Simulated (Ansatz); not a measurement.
The same path of ClH + F4Ge (7 atoms, charge 0, multiplicity 1) was run twice with different band settings. Lost on the way: Ge1–F2, Cl6–H7. Made: Ge1–Cl6, F2–H7.

The calculation used RKS CAM-B3LYP/def2-SVP (Ansatz).

Relaxed end points:

```xyz
7
Properties=species:S:1:pos:R:3
Ge 0.216 -0.001 -0.101
F 0.209 -0.001 1.603
F 1.841 -0.001 -0.587
F -0.513 1.403 -0.703
F -0.513 -1.402 -0.706
Cl -2.847 -0.005 1.301
H -1.982 0.008 2.256
```

```xyz
7
Properties=species:S:1:pos:R:3
Ge -0.429 0.244 -0.273
F -0.203 -0.920 2.046
F 1.062 0.759 0.358
F -0.516 0.973 -1.813
F -0.468 -1.424 -0.589
Cl -2.105 0.953 0.812
H -0.930 -0.586 2.520
```

Common settings: movable images 5; climbing image yes; spring 5.0 eV/Å²; optimiser quadratic models (default); start path through a guess of the saddle point; iteration limit 60; end points relaxed.

| run | force threshold |
| --- | --- |
| 1 | 0.03 eV/Å |
| 2 | 0.5 eV/Å |

(1) What does each run give, and how far can it be trusted?

Answers

(1) Run 1: converged after 18 iterations, highest image 0.901 eV above the first end. A vibrational analysis at the climbing image gives one clearly imaginary mode, 584i cm⁻¹: a first-order saddle point.
Run 2: converged after 6 iterations, highest image 0.906 eV above the first end. The threshold of 0.5 eV/Å is loose, so the images may lie well off the minimum-energy path. The order of the point at the top wasn't checked.
The orbitals stay closed-shell, which can raise the energy where a bond breaks towards radicals; this wasn't checked here.
